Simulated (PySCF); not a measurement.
Species: C4H5BF2O.
SMILES with atom numbers: `[CH3:1]/[C:2](=[CH:3]\[CH:4]=[O:5])[B:6]([F:7])[F:8]` (hydrogens: H9, H10, H11 on C1; H12 on C3; H13 on C4)

Torsions of this conformer, `[CH3:1]/[C:2](=[CH:3]\[CH:4]=[O:5])[B:6]([F:7])[F:8]`: C2–C3–C4–O5 2°, C1–C2–B6–F7 1°.

The closed-shell ground state was solved at several levels (PySCF, density fitting, gas phase, non-relativistic). Isolated species at its GFN2-xTB geometry (one conformer only).

```tsv
level	basis functions	HOMO (eV)	LUMO (eV)	gap (eV)	dipole (D)
CAM-B3LYP/def2-SVPD	209	-9.25	-1.84	7.41	1.07
PBE0/pcSseg-1	161	-7.70	-2.88	4.82	0.98
```

Q: What might B3LYP/pcJ-1 (266 basis functions) give for the same quantities?

A: HOMO -7.45 eV, LUMO -3.06 eV, gap 4.39 eV, dipole 1.00 D.

Q: Over all these levels, which gives the widest orbital gap and which the narrowest?

A: CAM-B3LYP/def2-SVPD (range-separated hybrid) has the widest, 7.41 eV, and B3LYP/pcJ-1 (global hybrid, 20 % exact exchange) the narrowest, 4.39 eV. Functional and basis both differ between the two, so the spread mixes both effects.

Q: How far do the dipole and the HOMO energy spread over the levels?

A: The dipole runs from 0.98 to 1.07 D (mean 1.02 D) and the HOMO from -9.25 to -7.45 eV.
